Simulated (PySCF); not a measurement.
Computed Raman spectrum (relative Raman activity) of a molecule C3H6GeO. Geometry optimised at B3LYP-D3(BJ)/def2-SVP. The values are those of a single conformer. Calculation: PySCF with B3LYP-D3(BJ)/def2-SVP. Frequencies are harmonic and unscaled.

Lines under 2 % of the strongest are left out, and lines within 2 cm⁻¹ are merged.

| ν (cm⁻¹) | relative intensity |
|---|---|
| 204 | 2.3 |
| 347 | 4.4 |
| 417 | 2.7 |
| 633 | 8.0 |
| 645 | 7.4 |
| 692 | 5.1 |
| 781 | 9.3 |
| 805 | 4.2 |
| 880 | 6.8 |
| 900 | 2.7 |
| 1166 | 22 |
| 1417 | 6.8 |
| 2113 | 100 |
| 2116 | 38 |
| 2221 | 95 |
| 3047 | 71 |
| 3100 | 42 |
| 3473 | 17 |
| 3846 | 84 |

Q: Which molecule gave these data?
A) [GeH3][C]1=CCO1
B) O=C1[CH2][GeH2][CH2]1
C) C=C1[CH2][GeH2][O]1
D) C#C[CH2][GeH2][OH]

A: D, C#C[CH2][GeH2][OH]
